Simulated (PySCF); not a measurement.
C3H10OSiTe (SMILES CC(C)[Te]O[SiH3]), singlet, at a GFN2-xTB geometry (core potentials on Te); PySCF with DF-PBE0/def2-SV(P).

PySCF was given this input:
```python
from pyscf import gto, scf, dft

mol = gto.M(
    atom='''
Te   -0.048415   -0.044422    0.985080
C    -1.513129   -0.986168   -0.346127
C    -0.894198   -2.192368   -1.024976
C    -2.037896    0.019328   -1.353091
H    -2.313100   -1.296125    0.329477
H    -1.608534   -2.648822   -1.710093
H    -0.019059   -1.885531   -1.593822
H    -0.588323   -2.938975   -0.294136
H    -2.499357    0.871801   -0.856621
H    -2.782434   -0.448681   -1.997447
H    -1.223538    0.377921   -1.979285
O     1.243217    0.229568   -0.514871
Si    1.755048    1.553753   -1.292836
H     0.631340    2.337303   -1.816162
H     2.530353    0.910365   -2.346103
H     2.545171    2.396825   -0.396105
''',
    basis='def2-sv(p)',
    ecp={'Te': 'def2-sv(p)'},
    charge=0,
    spin=0,
    verbose=4,
    max_memory=1800,
)

mf = dft.RKS(mol)
mf.xc = 'pbe0'
mf = mf.density_fit(auxbasis='def2-universal-jkfit')
mf.kernel()
```

Question: Write the output that PySCF gives for this input, abridged.

Answer: 
```
PySCF version 2.14.0

[INPUT] verbose = 4
[INPUT] num. atoms = 16
[INPUT] num. electrons = 74
[INPUT] charge = 0
[INPUT] spin (= nelec alpha-beta = 2S) = 0
[INPUT] symmetry False subgroup None
[INPUT] Mole.unit = angstrom
[INPUT] Symbol           X                Y                Z      unit          X                Y                Z       unit  Magmom
[...]
nuclear repulsion = 441.823014876187
number of shells = 62
number of NR pGTOs = 233
number of NR cGTOs = 120
basis = def2-sv(p)
ecp = {'Te': 'def2-sv(p)'}

******** <class 'pyscf.df.df_jk.DFRKS'> ********
method = DFRKS
initial guess = minao
damping factor = 0
level_shift factor = 0
DIIS = <class 'pyscf.scf.diis.CDIIS'>
diis_start_cycle = 1
diis_space = 8
diis_damp = 0
SCF conv_tol = 1e-09
SCF conv_tol_grad = None
SCF max_cycles = 50
direct_scf = False
XC library pyscf.dft.libxc version 7.1.2
    S. Lehtola, C. Steigemann, M. J. T. Oliveira, and M. A. L. Marques,  SoftwareX 7, 1–5 (2018)
XC functionals = pbe0
    C. Adamo and V. Barone,  J. Chem. Phys. 110, 6158 (1999)
    M. Ernzerhof and G. E. Scuseria,  J. Chem. Phys. 110, 5029 (1999)
radial grids:
    Treutler-Ahlrichs [JCP 102, 346 (1995); DOI:10.1063/1.469408] (M4) radial grids

becke partition: Becke, JCP 88, 2547 (1988); DOI:10.1063/1.454033
pruning grids: <function nwchem_prune>
grids dens level: 3
symmetrized grids: False
atomic radii adjust function: <function treutler_atomic_radii_adjust>
small_rho_cutoff = 0
Set gradient conv threshold to 3.16228e-05
Initial guess from minao.
tot grids = 195656
******** <class 'pyscf.df.df.DF'> ********
auxbasis = def2-universal-jkfit
init E= -724.865587841852
[...]
cycle= 1 E= -748.562780442974  delta_E= -23.7  |g|= 3.36  |ddm|= 9.23
[...]
cycle= 2 E= -727.105757924178  delta_E= 21.5  |g|= 7.18  |ddm|= 26.6
[...]
cycle= 3 E= -751.927974201931  delta_E= -24.8  |g|= 1.49  |ddm|= 25.5
[...]
cycle= 4 E= -751.865456669209  delta_E= 0.0625  |g|= 1.62  |ddm|= 3.14
[...]
cycle= 5 E= -752.454185675616  delta_E= -0.589  |g|= 0.236  |ddm|= 1.66
[...]
cycle= 6 E= -752.464855234994  delta_E= -0.0107  |g|= 0.17  |ddm|= 0.472
[...]
cycle= 7 E= -752.471917138147  delta_E= -0.00706  |g|= 0.0398  |ddm|= 0.21
[...]
cycle= 8 E= -752.47237085674  delta_E= -0.000454  |g|= 0.00823  |ddm|= 0.0544
[...]
cycle= 9 E= -752.47238882492  delta_E= -1.8e-05  |g|= 0.00199  |ddm|= 0.0116
[...]
cycle= 10 E= -752.472389819239  delta_E= -9.94e-07  |g|= 0.000428  |ddm|= 0.00232
[...]
cycle= 11 E= -752.47238987536  delta_E= -5.61e-08  |g|= 0.000127  |ddm|= 0.000794
[...]
cycle= 12 E= -752.472389880451  delta_E= -5.09e-09  |g|= 2.71e-05  |ddm|= 0.000191
[...]
cycle= 13 E= -752.472389880632  delta_E= -1.81e-10  |g|= 1.3e-05  |ddm|= 4.77e-05
[...]
Extra cycle  E= -752.472389880618  delta_E= 1.46e-11  |g|= 1.65e-05  |ddm|= 3.12e-05
converged SCF energy = -752.472389880618
```
